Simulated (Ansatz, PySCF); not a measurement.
System: CHO, charge 0, multiplicity 2. It need not be the lowest isomer of its formula. 
Geometry from a B3LYP-D3(BJ)/def2-TZVP (Ansatz, a program for electronic structure) optimisation:
```xyz
3

C     -0.0947    -0.0290    -0.7845
O     -0.0341    -0.0108     0.4813
H      0.8408     0.2606     0.8568
```
Charge 0, spin multiplicity 2.

Dipole moments at this geometry, in debye (magnitudes).

```tsv
level	program	dipole (D)
PBE/def2-TZVPD	PySCF	2.70
revPBE/def2-TZVPD	Ansatz	2.68
B3LYP/def2-TZVPD	Ansatz	2.70
BHLYP/def2-TZVPD	Ansatz	2.69
r2SCANh/def2-TZVPD	Ansatz	2.74
r2SCAN0/def2-TZVPD	Ansatz	2.74
CAM-B3LYP/def2-TZVPD	Ansatz	2.76
LC-wPBE/def2-TZVPD	Ansatz	2.85
CCSD(T)/aug-cc-pVDZ	Ansatz	2.73
```
